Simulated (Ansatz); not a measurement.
Ansatz (an electronic-structure program) input (CCSD(T)/STO-3G):

Ansatz 0.2 input:
```yaml
crystal:
  periodic: [false, false, false]
  atoms:
    - {symbol: C, position_ang: [0.05376432, -0.05495473, 0.69375621]}
    - {symbol: F, position_ang: [0.56897243, 0.96305033, -0.20189947]}
    - {symbol: F, position_ang: [-0.60481531, -0.92641384, -0.26060467]}
basis:
  gaussian:
    orbitals: STO-3G
total_charge: -1
magnetization: {spin_polarized: true, initial_magnetization: 1}
correlation: {method: ccsd_t, electrons: outside_noble_gas}
```

Output:

```
Functional definition: HF
integrals: 0.00 GiB planned
210 factors; integrals over basis functions are off by at most 1.9e-5 eV
mean field: 0.04 GiB planned
mean field evaluation 1: about -6345.0961 eV, gradient 6.5e0 eV
mean field evaluation 2: about -6345.2341 eV, gradient 6.5e0 eV
mean field evaluation 4: about -6345.7220 eV, gradient 1.1e0 eV
mean field evaluation 8: about -6345.7471 eV, gradient 1.1e-4 eV
mean field evaluation 16: about -6345.5826 eV, gradient 1.1e0 eV
mean field -6345.74614869 eV, -233.2018696630 hartree, gradient 7.2e-7 eV, S^2 0.755999; 0 other end points of the search recorded, 0 dependent functions left out
3 core orbitals not correlated
reference -6345.74614869 eV, -233.2018696630 hartree; 10, 9 occupied and 2, 3 virtual orbitals, 210 factors
second order -1.44891733 eV of doubles, -0.00000000 eV of singles
coupled cluster: 0.04 GiB planned
cycle   1  -1.72127722 eV  change   -2.7e-1 eV  update   6.0e-2
cycle   2  -1.90248824 eV  change   -1.8e-1 eV  update   2.3e-2
cycle   3  -1.93426060 eV  change   -3.2e-2 eV  update   8.7e-3
cycle   4  -1.93628853 eV  change   -2.0e-3 eV  update   3.2e-3
cycle   5  -1.93645072 eV  change   -1.6e-4 eV  update   7.7e-4
cycle   6  -1.93679483 eV  change   -3.4e-4 eV  update   3.3e-4
cycle   7  -1.93665818 eV  change    1.4e-4 eV  update   1.3e-4
cycle   8  -1.93671820 eV  change   -6.0e-5 eV  update   4.7e-5
cycle   9  -1.93674768 eV  change   -2.9e-5 eV  update   1.9e-5
cycle  10  -1.93674114 eV  change    6.5e-6 eV  update   6.4e-6
perturbative correction -0.06853199 eV, -0.0025185042 hartree
Total energy: -6347.75142182 eV, -233.2755620913 hartree
```
